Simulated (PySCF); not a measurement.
**Correlation energy of Ni⁺ (nickel, charge +1)**

[Ar] 3d9, 2D determinant. Calculation: PySCF 2.14, in def2-QZVPPD (11s6p5d4f2g, 100 functions); the non-relativistic Hamiltonian (point nucleus). Frozen: [Ar]; 9 electrons correlated.

```csv
level,correlation energy (mhartree)
CCSD,-344.34
(T),-13.37
CCSD(T),-357.71
```

Diagnostics: T1 = 0.013, D1 = 0.0205, largest double amplitude 0.017.

Cost of the coupled-cluster step: roughly 60 core-seconds, for 9 correlated electrons.

Iterations:

```
CC2 = 0
CCSD nocc = (np.int64(5), np.int64(4)), nmo = (91, 91)
frozen orbitals [[0, 1, 2, 3, 4, 5, 6, 7, 8], [0, 1, 2, 3, 4, 5, 6, 7, 8]]
max_cycle = 100
direct = 0
conv_tol = 1e-08
conv_tol_normt = 1e-06
diis_space = 8
diis_start_cycle = 0
Init t2, MP2 energy = -0.384215246321926
Init E_corr(UCCSD) = -0.384215246322683
cycle = 1  E_corr(UCCSD) = -0.330613839048993  dE = 0.0536014073  norm(t1,t2) = 0.0956933
cycle = 2  E_corr(UCCSD) = -0.348715052729294  dE = -0.0181012137  norm(t1,t2) = 0.0477627
cycle = 3  E_corr(UCCSD) = -0.344436121164198  dE = 0.00427893157  norm(t1,t2) = 0.0305519
cycle = 4  E_corr(UCCSD) = -0.344046344316172  dE = 0.000389776848  norm(t1,t2) = 0.00364026
cycle = 5  E_corr(UCCSD) = -0.3442632407232  dE = -0.000216896407  norm(t1,t2) = 0.00184709
cycle = 6  E_corr(UCCSD) = -0.344376590585924  dE = -0.000113349863  norm(t1,t2) = 0.000665178
cycle = 7  E_corr(UCCSD) = -0.344339358320227  dE = 3.72322657e-05  norm(t1,t2) = 0.000288089
cycle = 8  E_corr(UCCSD) = -0.34433684714319  dE = 2.51117704e-06  norm(t1,t2) = 0.000178291
cycle = 9  E_corr(UCCSD) = -0.344343295037029  dE = -6.44789384e-06  norm(t1,t2) = 0.00013437
cycle = 10  E_corr(UCCSD) = -0.344340708361489  dE = 2.58667554e-06  norm(t1,t2) = 9.48151e-05
cycle = 11  E_corr(UCCSD) = -0.344341894560887  dE = -1.1861994e-06  norm(t1,t2) = 5.67817e-05
cycle = 12  E_corr(UCCSD) = -0.344341868677611  dE = 2.58832769e-08  norm(t1,t2) = 2.66165e-05
cycle = 13  E_corr(UCCSD) = -0.344341819315901  dE = 4.93617091e-08  norm(t1,t2) = 1.62995e-05
cycle = 14  E_corr(UCCSD) = -0.344342029768488  dE = -2.10452587e-07  norm(t1,t2) = 1.15785e-05
cycle = 15  E_corr(UCCSD) = -0.344342336283625  dE = -3.06515136e-07  norm(t1,t2) = 9.6094e-06
cycle = 16  E_corr(UCCSD) = -0.344341871373007  dE = 4.64910618e-07  norm(t1,t2) = 6.34025e-06
cycle = 17  E_corr(UCCSD) = -0.344342118619113  dE = -2.47246106e-07  norm(t1,t2) = 4.09527e-06
cycle = 18  E_corr(UCCSD) = -0.344342032934583  dE = 8.56845296e-08  norm(t1,t2) = 2.65111e-06
cycle = 19  E_corr(UCCSD) = -0.344342096475123  dE = -6.35405392e-08  norm(t1,t2) = 1.4854e-06
cycle = 20  E_corr(UCCSD) = -0.344342112392302  dE = -1.59171799e-08  norm(t1,t2) = 7.56786e-07
cycle = 21  E_corr(UCCSD) = -0.344342092741991  dE = 1.96503112e-08  norm(t1,t2) = 4.58241e-07
cycle = 22  E_corr(UCCSD) = -0.344342081120456  dE = 1.16215354e-08  norm(t1,t2) = 2.92862e-07
cycle = 23  E_corr(UCCSD) = -0.344342081583194  dE = -4.62738625e-10  norm(t1,t2) = 1.90733e-07
UCCSD converged
E(UCCSD) = -1506.941257995217  E_corr = -0.3443420815831945
UCCSD(T) correction = -0.0133740746330665
```
